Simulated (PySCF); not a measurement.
**C₄H₁₀N₂OSi₂: full NMR table**

```
Formula                               : C4H10N2OSi2
SMILES                                : [H]/N=C/C(=C/[SiH2][SiH3])C(N)=O
Point group of the computed structure : C1
Degrees of unsaturation               : 3
Carbon signals                        : 4
Proton signals                        : 7
```

Molfile (atoms numbered from 1):
```
C4H10N2OSi2
     RDKit          3D

 19 18  0  0  0  0  0  0  0  0999 V2000
   -0.3190    1.9191   -2.6399 N   0  0  0  0  0  0  0  0  0  0  0  0
   -0.2082    0.6887   -2.3499 C   0  0  0  0  0  0  0  0  0  0  0  0
   -0.3432    0.1760   -1.0015 C   0  0  0  0  0  0  0  0  0  0  0  0
   -0.2210   -1.1311   -0.7018 C   0  0  0  0  0  0  0  0  0  0  0  0
   -0.3987   -1.7330    1.0751 Si  0  0  0  0  0  4  0  0  0  0  0  0
    1.4743   -1.2903    2.3595 Si  0  0  0  0  0  4  0  0  0  0  0  0
   -0.6040    1.0541    0.1569 C   0  0  0  0  0  0  0  0  0  0  0  0
   -0.7095    2.3617   -0.0687 N   0  0  0  0  0  0  0  0  0  0  0  0
   -0.6962    0.5541    1.2822 O   0  0  0  0  0  0  0  0  0  0  0  0
   -0.2117    2.1471   -3.6243 H   0  0  0  0  0  0  0  0  0  0  0  0
   -0.0089   -0.0898   -3.0980 H   0  0  0  0  0  0  0  0  0  0  0  0
    0.0076   -1.8307   -1.4928 H   0  0  0  0  0  0  0  0  0  0  0  0
   -0.3440   -3.2072    0.8079 H   0  0  0  0  0  0  0  0  0  0  0  0
   -1.7549   -1.5901    1.5995 H   0  0  0  0  0  0  0  0  0  0  0  0
    1.7086    0.0990    2.7494 H   0  0  0  0  0  0  0  0  0  0  0  0
    1.4056   -2.0729    3.5972 H   0  0  0  0  0  0  0  0  0  0  0  0
    2.7088   -1.7106    1.6779 H   0  0  0  0  0  0  0  0  0  0  0  0
   -0.8806    2.9893    0.6994 H   0  0  0  0  0  0  0  0  0  0  0  0
   -0.6148    2.6758   -1.0356 H   0  0  0  0  0  0  0  0  0  0  0  0
 10  1  1  0
  1  2  2  0
  2  3  1  0
  3  4  2  0
  4  5  1  0
  5  6  1  0
  3  7  1  0
  7  8  1  0
  7  9  2  0
  2 11  1  0
  4 12  1  0
  5 13  1  0
  5 14  1  0
  6 15  1  0
  6 16  1  0
  6 17  1  0
  8 18  1  0
  8 19  1  0
M  END
```

- structure optimised with GFN2-xTB
- PBE0/pcSseg-1 with gauge-including orbitals
- code: PySCF 2.14.0 with density-fitted response routines
- relativity neglected, a single conformation, equivalent nuclei averaged, isolated molecule

Chemical shifts δ = σref − σ; TMS for ¹H, ¹³C, ²⁹Si; ¹⁵N against NH3; ¹⁷O against H2O, all at this level.

| carbon | δC, type | δH (multiplicity) | HMBC from (2–3 bonds) | span of the C tensor (ppm) |
| --- | --- | --- | --- | --- |
| C2 | 174.3, CH | 8.76 (s) | H12 | 208 |
| C3 | 144.6, C | – | H11, H12, H13/H14 | 230 |
| C4 | 189.4, CH | 8.37 (t) | H11, H13/H14, H15/H16/H17 | 302 |
| C7 | 171.6, C | – | H11, H12 | 159 |

Other nuclei:
```csv
atoms,nucleus,environment,δ (ppm),σ (ppm)
H19,¹H,hydrogen on an amide-type nitrogen,11.41,20.31
H10,¹H,hydrogen on an imine nitrogen,10.61,21.11
H18,¹H,hydrogen on an amide-type nitrogen,5.39,26.32
H13/H14,¹H,"hydrogen on a silicon bonded to C, Si",4.60,27.12
H15/H16/H17,¹H,hydrogen on a silicon bonded to Si,3.45,28.27
Si5,²⁹Si,"silicon bonded to C, Si, 2 H",-103.9,453.1
Si6,²⁹Si,"silicon bonded to Si, 3 H",-113.7,462.9
N1,¹⁵N,imine nitrogen,330.6,-62.9
N8,¹⁵N,amide-type nitrogen,126.0,141.7
O9,¹⁷O,amide-type carbonyl oxygen,388.5,-52.4
```

- Carbon types of the structure: 2 × C, 2 × CH, leaving 8 H on heteroatoms.
- δC 189.4: β carbon of a C=C–C=O unit; conjugation with the carbonyl draws π density from the β position.
- δC 171.6: amide carbonyl carbon; lone-pair donation from the attached heteroatom keeps it upfield of a ketone carbonyl.
- δC 144.6: α carbon of a C=C–C=O unit; an sp2 carbon of a C=C bond.
- δH 11.41, 5.39: hydrogen on an amide-type nitrogen; exchangeable; this is the value without hydrogen bonding to other molecules.
- δH 10.61: hydrogen on an imine nitrogen; labile proton, position sensitive to the medium.

Exchangeable OH/NH protons stand at their gas-phase positions; hydrogen bonding in a real sample shifts them, mostly to higher δ. The two substituents on the amide-type nitrogen aren't averaged: C–N rotation is slow on the NMR time scale. Shifts are as computed. Against solution values, carbons near 30 ppm lie about +3 ppm off and those near 130 ppm about +5 ppm. Of 1309 compounds with measured shifts, 239 miss one by over three times the rms of a fit or turn the order of signals round; such compounds aren't used in these exercises. Hydrogen bonding in solution shields acid and N–H amide carbonyl oxygens by tens of ppm. Hydrogen bonding in solution deshields acid and N–H amide carbonyl carbons by as much as 10 ppm beyond these values. Unscaled 17O shifts of doubly bonded oxygen tend to come out too high, by tens of ppm or more. Experimental scales use liquid or dissolved standards, which lie at an offset from isolated NH3 (liquid NH3: subtract about 20 ppm) and H2O (liquid H2O: subtract about 36 ppm). Unscaled 15N shifts of sp2 nitrogen come out 20 to 40 ppm too high even then. Multiplicities follow the n + 1 count of equivalent neighbours, as no J values were calculated; m marks all less simple cases, F and P coupling included.
